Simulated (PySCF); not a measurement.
**Frontier orbitals and the lowest excitations**

Species: C7H8NP.
Z-matrix (Å and degrees, GFN2-xTB geometry), rows numbered from 1:
```
C 
C   1  1.3313
C   2  1.4403  1  123.45
P   3  1.7379  2  124.90  1   -14.27
C   4  1.7585  3   88.68  2  -176.48
C   5  1.3582  4  112.04  3     0.59
N   6  1.3623  5  113.94  4    -0.57
C   7  1.3921  3  124.29  2    -7.29
C   8  1.3256  7  125.10  3   156.42
H   1  1.0774  2  120.86  3    -1.23
H   1  1.0755  2  121.96  3   178.46
H   2  1.0825  1  119.23  3  -178.42
H   5  1.0747  4  124.03  3  -179.20
H   6  1.0748  5  126.67  4  -177.71
H   8  1.0809  7  114.42  3   -24.51
H   9  1.0744  8  120.37  7   178.07
H   9  1.0757  8  122.97  7    -2.35
```

Level of theory: TDDFT PBE0/def2-SVPD, vertical, gas phase, core orbitals frozen in the response in PySCF 2.14.0, density-fitted response routines.

Frontier orbitals with the atoms that hold most of them (Löwdin shares over 4%, at most four atoms; ? is withheld):

| orbital | ε (eV) | atoms |
| --- | --- | --- |
| HOMO-3 | -8.60 | C5 16%, C6 15%, C2 13%, C8 12% |
| HOMO-2 | -7.80 | P4 65%, C5 11%, C3 10% |
| HOMO-1 | -6.90 | C5 22%, N7 18%, C9 16%, P4 11% |
| HOMO | -5.93 | ? |
| LUMO | ? | ? |
| LUMO+1 | -0.37 | C8 20%, C9 18%, C5 11%, C2 7% |
| LUMO+2 | 0.76 | C9 21%, C8 16%, H15 9%, H16 9% |

Problem. Which atoms hold the HOMO, and with what shares?

Solution. P4 (bonded to 2 C) 25%; C3 (bonded to C, N and P) 20%; C1 (bonded to C and 2 H) 15%; C6 (bonded to C, N and H) 14%. By element: carbon 49% or more, phosphorus 25%.

Problem. Give the leading atoms of the LUMO.

Solution. P4 (bonded to 2 C) 19%; C1 (bonded to C and 2 H) 15%; C3 (bonded to C, N and P) 14%; C2 (bonded to 2 C and H) 10%. By element: carbon 39% or more, phosphorus 19%.

Problem. What is the LUMO energy, and the HOMO–LUMO gap?

Solution. ε(LUMO) = -1.57 eV; the gap is 4.36 eV (0.1602 hartree).

Problem. The HOMO–LUMO gap is 4.36 eV. Where does the response calculation put the lowest singlet, and from which orbitals?

Solution. S1 is at 3.82 eV (f = 0.152), 0.54 eV below the gap, made of HOMO→LUMO (96%). 

Problem. One configuration dominates each of S1, S4 and S5. Which, and how do the shares of the two leading atoms of either orbital change from the occupied to the empty one?

Solution. 
- S1 (3.82 eV, f 0.152), HOMO→LUMO (96%): P4 25% → 19%, C3 20% → 14%, C1 15% → 15%
- S4 (5.04 eV, f 0.012), HOMO-2→LUMO (98%): P4 65% → 19%, C5 11% → at most 10%, C1 at most 4% → 15%
- S5 (5.74 eV, f 0.108), HOMO-1→LUMO+1 (88%): C5 22% → 11%, N7 18% → at most 8%, C8 at most 11% → 20%, C9 16% → 18%

Löwdin shares depend on the basis, the more so with diffuse functions.

Hardware: an Arm Neoverse V2 with one thread, on a shared host. Cost: 50 s, 1.1 GiB resident at most.

One conformer stands for the species.
